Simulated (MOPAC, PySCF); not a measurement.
C3H4O, SMILES `C1CC1=O`, neutral singlet in the gas phase. 

Cartesian coordinates (Å):
```xyz
8

O     -0.8710     1.9262     0.0507
C     -0.3816     0.8426     0.0223
C     -0.5844    -0.6055    -0.0028
C      0.8389     0.0376    -0.0113
H     -0.9276    -1.0654    -0.9207
H     -0.9007    -1.1010     0.9061
H      1.4285    -0.0482     0.8924
H      1.4018    -0.0129    -0.9345
```
Charge 0, multiplicity 1.

All levels are single points at this geometry (M06-2X/def2-TZVP); Pople sets use spherical d functions. Orbital energies aren't observables, and empty levels follow the basis.

HF/STO-3G in PySCF gives gap (eV) = 15.84.

Q: Estimate the gap (eV) from each of these levels: M06-2X/def2-TZVP in PySCF; PBE-D3(BJ)/def2-TZVP in PySCF; B3LYP/6-311+G** in PySCF; SVWN5/6-31G* in PySCF; HF/3-21G in PySCF; HF/6-31G* in PySCF; PM3 in MOPAC; PM7 in MOPAC.

A: 
```csv
level,gap (eV)
M06-2X/def2-TZVP in PySCF,8.51
PBE-D3(BJ)/def2-TZVP in PySCF,3.43
B3LYP/6-311+G** in PySCF,5.55
SVWN5/6-31G* in PySCF,3.36
HF/3-21G in PySCF,14.25
HF/6-31G* in PySCF,14.22
PM3 in MOPAC,10.96
PM7 in MOPAC,10.53
```
